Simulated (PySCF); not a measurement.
**Telling isomers of C$_{6}$H$_{14}$Si$_{3}$ apart by NMR**

- shielding tensors at PBE0/pcSseg-1 (GIAO)
- GFN2-xTB geometry
- run in PySCF 2.14.0 with density-fitted response routines
- relativity neglected, equivalent nuclei averaged, no solvent, one conformer

δ = σ(ref) − σ, references computed at the same level: TMS for ¹H (31.72 ppm) and ¹³C (186.93 ppm). Where no couplings were computed, multiplicities follow the n + 1 count of equivalent neighbours, and m marks all less simple cases (inequivalent or close neighbours, rings, F or P nearby). Shifts are as computed. Against solution values, carbons near 30 ppm lie about +3 ppm off and those near 130 ppm about +5 ppm. Of 1309 compounds with measured shifts, 239 miss one by over three times the rms of a fit or turn the order of signals round; such compounds aren't used in these exercises.

(1) Tabulate the signals of `C=C[SiH2]/C=C(\C=C)[SiH2][SiH3]`, `C=C(C)[Si@H]1[SiH2]C=CC[SiH2]1` and their relative energies.

(2) What is the quickest way to tell C=C[SiH2]/C=C(\C=C)[SiH2][SiH3] from C=C(C)[Si@H]1[SiH2]C=CC[SiH2]1?

Results:

(1) 
```json
{"SMILES": "C=C[SiH2]/C=C(\\C=C)[SiH2][SiH3]", "carbon types": "1×C 3×CH 2×CH2", "δC": "163.6, 154.3, 149.3, 144.1, 140.6, 127.9", "δH": "6.94 (m, 1H), 6.58 (m, 1H), 6.50 (m, 1H), 6.39 (t, 1H), 6.31 (m, 1H), 5.77 (m, 1H), 5.76 (m, 1H), 4.88 (m, 2H), 4.49 (q, 2H), 3.48 (t, 3H)", "E rel. (kcal/mol)": "33.3"}
{"SMILES": "C=C(C)[Si@H]1[SiH2]C=CC[SiH2]1", "carbon types": "1×C 2×CH 2×CH2 1×CH3", "δC": "159.4, 149.4, 135.3, 122.5, 27.9, 17.4", "δH": "7.25 (m, 1H), 5.95 (br s, 1H), 5.88 (m, 1H), 5.77 (br s, 1H), 4.39 (m, 1H), 4.21 (m, 1H), 4.17 (m, 1H), 4.09 (m, 1H), 3.70 (m, 1H), 2.27 (m, 1H), 2.04 (s, 3H), 1.49 (m, 1H)", "E rel. (kcal/mol)": "0.0"}
```

Energies are electronic energies at PBE0/pcSseg-1 on these geometries, without zero-point or thermal terms, each for the one conformer computed, which needn't be the lowest.

(2) Both give the same number of carbon signals, but DEPT or the intensities differ. The first has an alkene CH at 140.6 ppm, the second an allylic methyl carbon (CH3) at 27.9 ppm. Their most deshielded carbons lie at 163.6 and 159.4 ppm.
